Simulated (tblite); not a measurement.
C6H11N.
Numbering: `[CH3:1][CH2:2][N:3]=[C:4]1[CH2:5][CH2:6][CH2:7]1` (hydrogens: H8, H9, H10 on C1; H11, H12 on C2; H13, H14 on C5; H15, H16 on C6; H17, H18 on C7)

Computed with GFN2-xTB (tblite), gas phase: Langevin dynamics at 400 K from the optimised GFN2-xTB geometry, time step 0.5 fs, friction 0.01 fs⁻¹, 2000 steps.

The start geometry, which sets the zero of energy:
```
atom  x, y, z in Å
C1      2.838   -0.090   -0.738
C2      1.705   -0.568    0.166
N3      0.547   -0.866   -0.633
C4     -0.549   -0.300   -0.437
C5     -1.862   -0.461   -1.147
C6     -2.468    0.590   -0.198
C7     -1.113    0.735    0.520
H8      3.749    0.042   -0.160
H9      2.576    0.858   -1.203
H10     3.015   -0.821   -1.522
H11     1.504    0.181    0.949
H12     2.002   -1.505    0.648
H13    -2.284   -1.461   -1.069
H14    -1.834   -0.182   -2.199
H15    -2.808    1.496   -0.694
H16    -3.269    0.212    0.433
H17    -0.650    1.718    0.442
H18    -1.109    0.428    1.566
```

Task: These frames come from the run, each turned onto the start geometry. Order them by potential energy, lowest first.
A.
```
atom  x, y, z in Å
C1      2.892   -0.166   -0.737
C2      1.718   -0.516    0.169
N3      0.571   -0.739   -0.653
C4     -0.562   -0.222   -0.438
C5     -1.852   -0.430   -1.179
C6     -2.485    0.563   -0.177
C7     -1.142    0.733    0.604
H8      3.786   -0.047   -0.122
H9      2.633    0.743   -1.323
H10     3.093   -0.850   -1.544
H11     1.540    0.282    0.921
H12     1.892   -1.469    0.620
H13    -2.131   -1.458   -1.038
H14    -1.893   -0.186   -2.227
H15    -2.907    1.404   -0.731
H16    -3.443    0.219    0.356
H17    -0.668    1.798    0.581
H18    -1.050    0.346    1.641
```
B.
```
atom  x, y, z in Å
C1      2.939   -0.157   -0.722
C2      1.773   -0.454    0.163
N3      0.592   -0.692   -0.712
C4     -0.541   -0.250   -0.458
C5     -1.894   -0.417   -1.137
C6     -2.537    0.610   -0.182
C7     -1.214    0.733    0.534
H8      3.750    0.098   -0.123
H9      2.703    0.622   -1.452
H10     3.179   -0.972   -1.382
H11     1.630    0.195    1.047
H12     1.956   -1.415    0.495
H13    -2.183   -1.469   -0.990
H14    -1.871   -0.112   -2.199
H15    -3.025    1.452   -0.721
H16    -3.406    0.281    0.418
H17    -0.697    1.693    0.593
H18    -1.162    0.263    1.552
```
C.
```
atom  x, y, z in Å
C1      2.682   -0.182   -0.658
C2      1.603   -0.793    0.261
N3      0.445   -0.954   -0.587
C4     -0.563   -0.181   -0.555
C5     -1.859   -0.350   -1.219
C6     -2.411    0.482   -0.002
C7     -1.042    0.933    0.275
H8      3.589    0.135   -0.098
H9      2.297    0.678   -1.175
H10     3.148   -0.750   -1.447
H11     1.525   -0.057    1.062
H12     1.937   -1.719    0.736
H13    -2.075   -1.458   -1.444
H14    -1.657    0.304   -2.058
H15    -3.178    1.118   -0.399
H16    -2.923   -0.195    0.708
H17    -0.818    1.967   -0.068
H18    -0.709    1.030    1.393
```
D.
```
atom  x, y, z in Å
C1      2.431    0.262   -0.516
C2      1.705   -0.986    0.062
N3      0.463   -1.306   -0.693
C4     -0.569   -0.595   -0.368
C5     -1.921   -0.596   -1.011
C6     -2.160    0.857   -0.362
C7     -0.806    0.734    0.368
H8      3.109    0.653    0.218
H9      1.747    0.975   -0.900
H10     3.048    0.097   -1.386
H11     1.554   -0.711    1.150
H12     2.436   -1.749   -0.031
H13    -2.571   -1.343   -0.550
H14    -2.080   -0.749   -2.017
H15    -2.277    1.521   -1.199
H16    -3.067    0.999    0.294
H17    -0.018    1.448    0.187
H18    -1.035    0.494    1.478
```
E.
```
atom  x, y, z in Å
C1      2.529    0.163   -0.623
C2      1.699   -0.866    0.215
N3      0.468   -1.214   -0.433
C4     -0.566   -0.522   -0.343
C5     -1.829   -0.573   -1.104
C6     -2.187    0.726   -0.381
C7     -0.935    0.752    0.453
H8      3.474    0.343   -0.219
H9      1.911    1.064   -0.654
H10     2.578   -0.184   -1.663
H11     1.575   -0.299    1.105
H12     2.340   -1.721    0.348
H13    -2.566   -1.363   -0.861
H14    -1.710   -0.684   -2.220
H15    -2.353    1.586   -0.929
H16    -2.973    0.659    0.379
H17    -0.307    1.638    0.219
H18    -1.156    0.503    1.437
```

Result: A (0.504 eV), B (0.674 eV), E (0.806 eV), D (0.932 eV), C (1.101 eV).

In the order of the answer:

```tsv
t (fs)	E above start (eV)	largest force (eV/Å)	rms force component (eV/Å)	rms distance from start (Å)	rms bond change (Å)	bond most changed (Å)
25	0.504	1.91	0.662	0.117	0.027	C7–H17 +0.076
50	0.674	2.55	0.820	0.169	0.029	C2–H12 -0.062
725	0.806	2.98	0.916	0.466	0.030	C6–H15 -0.055
800	0.932	3.66	1.027	0.660	0.036	C5–C6 +0.069
525	1.101	4.27	1.122	0.390	0.036	C7–H18 +0.081
```

The cost below is that of the whole dynamics run. Time: 8.3 s wall; peak memory 0.18 GiB. Hardware: Arm Neoverse V2, one thread, shared host.
